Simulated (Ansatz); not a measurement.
Geometry optimisation, Ansatz 0.2.0, DFT PBE-D3(BJ), scalar-relativistic, plane waves, PAW.

Input:

```yaml
accuracy: low
crystal:
  lattice:
    - [5.241483, 0.0, 0.0]
    - [0.0, 5.241483, 0.0]
    - [0.0, 0.0, 5.241483]
  atoms:
    - { symbol: O, position: [0.2438387, 0.2026474, 0.1307466] }
    - { symbol: H, position: [0.2804241, 0.3663242, 0.0531699] }
    - { symbol: H, position: [0.2287875, 0.0874378, -0.0129438] }
    - { symbol: O, position: [0.9279816, 0.605162, 0.6305237] }
    - { symbol: H, position: [1.0161312, 0.6947562, 0.4950642] }
    - { symbol: H, position: [0.8577563, 0.4559637, 0.547127] }
    - { symbol: O, position: [0.6797488, 0.071669, 0.7843328] }
    - { symbol: H, position: [0.6186265, -0.0025971, 0.6265502] }
    - { symbol: H, position: [0.8630281, 0.0495931, 0.7760797] }
    - { symbol: O, position: [0.5575519, 0.7277143, 0.3321685] }
    - { symbol: H, position: [0.5786162, 0.8648334, 0.2100972] }
    - { symbol: H, position: [0.4962214, 0.5862362, 0.2303389] }
    - { symbol: S, position: [0.4365661, 0.5352153, 0.7349961] }
    - { symbol: H, position: [0.3158338, 0.7498638, 0.6667631] }
    - { symbol: H, position: [0.2982691, 0.3895336, 0.5770188] }
basis:
  ecutwfc: 420.0
kpoints:
  mp_grid: { grid: [1, 1, 1] }
hamiltonian:
  xc: pbe
  dispersion: d3bj
scf:
  occupations: { method: fermi_dirac, width: 0.05 }
  lower_state_search: "off"
relax:
  f_tol: 0.3
  max_steps: 15
  adjacent_minimum: "off"
output:
  write_density: true
  write_potential: true
  elf: true
  volumetric_format: npy
```

Run as:

```bash
$ ansatz run input.yaml --threads 1 --pin off --max-ram 3072MiB --backend cpu --events-out ev --progress --plain --runs-dir out
```

Where does it end, and by what steps?

The run converged. The threshold is loose, so the end isn't yet a minimum. Limits of this set-up: coarse k mesh, low accuracy level. After 12 steps the energy has fallen by 3.511 eV; H5 moved furthest, 1.32 Å.

| step | energy less start (eV) | largest force component (eV/Å) | accepted |
| --- | --- | --- | --- |
| 0 | 0.0000 | 2.654 | yes |
| 1 | -0.9267 | 0.915 | yes |
| 2 | -1.6407 | 0.943 | yes |
| 3 | -2.0233 | 1.265 | yes |
| 4 | -2.3044 | 1.486 | yes |
| 5 | -2.5763 | 1.235 | yes |
| 6 | -2.7525 | 2.216 | yes |
| 7 | -2.9737 | 1.633 | yes |
| 8 | -3.1208 | 0.919 | yes |
| 9 | -3.1905 | 1.257 | yes |
| 10 | -3.2613 | 1.559 | yes |
| 11 | -3.4385 | 0.344 | yes |
| 12 | -3.5106 | 0.286 | yes |

```xyz
15
Lattice="5.2415 0.0000 0.0000 0.0000 5.2415 0.0000 0.0000 0.0000 5.2415" Properties=species:S:1:pos:R:3
O 0.699 0.918 0.898
H 1.203 1.505 0.290
H 1.351 0.185 1.078
O 4.987 3.759 2.544
H 4.288 4.086 1.918
H 4.529 2.958 2.884
O 3.971 0.165 4.460
H 4.385 -0.410 3.756
H 4.730 0.436 5.059
O 2.641 4.328 1.118
H 3.100 4.661 0.275
H 2.279 3.456 0.880
S 2.427 2.428 3.883
H 1.640 3.437 3.432
H 1.795 1.551 3.074
```

Whether the end is a true minimum wasn't checked by a vibrational analysis.

The run took 10 s on 1 CPU thread of a shared host.
